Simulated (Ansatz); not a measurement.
Geometry optimisation, UKS revPBE-D4/6-31G* (Ansatz 0.2.0).

Input file:

```yaml
crystal:
  periodic: [false, false, false]
  atoms:
    - { symbol: Si, position_ang: [-0.621879, -1.228226, 0.539551] }
    - { symbol: H, position_ang: [0.965821, 0.908023, 1.13502] }
    - { symbol: H, position_ang: [-1.421966, -2.503174, 0.513736] }
    - { symbol: H, position_ang: [-0.089614, -1.045259, 1.929437] }
    - { symbol: Si, position_ang: [-2.032222, 0.521527, -0.15057] }
    - { symbol: H, position_ang: [2.091731, -0.019989, -1.271062] }
    - { symbol: F, position_ang: [0.653, -1.463816, -0.508379] }
    - { symbol: H, position_ang: [1.442145, 1.036384, 0.643482] }
    - { symbol: O, position_ang: [2.686766, 0.752909, -1.237322] }
    - { symbol: H, position_ang: [-3.141408, 0.596076, 0.862566] }
    - { symbol: H, position_ang: [-1.348455, 1.851193, -0.229282] }
    - { symbol: H, position_ang: [-2.637314, 0.193829, -1.484821] }
    - { symbol: H, position_ang: [3.453396, 0.400624, -0.742155] }
magnetization:
  spin_polarized: true
basis:
  gaussian: { orbitals: "6-31G*" }
hamiltonian:
  xc: revpbe
  dispersion: d4
relax:
  f_tol: 0.03
  max_steps: 50
```

Launched with:

```bash
$ ansatz run input.yaml --threads 2 --pin off --max-ram 3072MiB --backend cpu --events-out ev --progress --plain --runs-dir out
```

**Question.** Where does it end, and by what steps?

**Answer.** The forces met the threshold. The force dipped under the threshold on the way, but the program's further checks kept it going. After 29 steps the energy has fallen by 0.266 eV; H2 moved furthest, 1.73 Å.

| step | energy less start (eV) | largest force component (eV/Å) | accepted |
| --- | --- | --- | --- |
| 0 | 0.0000 | 1.678 | yes |
| 2 | -0.1273 | 0.217 | yes |
| 4 | -0.1418 | 0.279 | yes |
| 6 | -0.1559 | 0.261 | yes |
| 8 | -0.1691 | 0.725 | yes |
| 10 | -0.1910 | 0.585 | yes |
| 12 | -0.2096 | 0.424 | yes |
| 14 | -0.2281 | 0.060 | yes |
| 16 | -0.2439 | 0.235 | yes |
| 18 | -0.2559 | 0.343 | yes |
| 20 | -0.2634 | 0.038 | yes |
| 22 | -0.2649 | 0.065 | yes |
| 24 | -0.2656 | 0.070 | yes |
| 26 | -0.2662 | 0.023 | yes |
| 28 | -0.2663 | 0.043 | yes |
| 29 | -0.2664 | 0.014 | yes |

```xyz
13
Properties=species:S:1:pos:R:3
Si -0.481 -1.451 0.383
H 2.174 1.922 1.835
H -1.448 -2.504 0.854
H 0.445 -1.140 1.527
Si -1.596 0.468 -0.393
H 1.345 -0.506 -1.502
F 0.412 -2.187 -0.805
H 1.521 1.836 1.481
O 1.269 0.418 -1.183
H -3.032 0.410 0.067
H -1.000 1.724 0.166
H -1.608 0.510 -1.891
H 1.999 0.500 -0.539
```

Whether the end is a true minimum wasn't checked by a vibrational analysis.

Run time: 91 s on 2 threads of Arm Neoverse V1, on a shared host, peak memory 0.16 GiB.
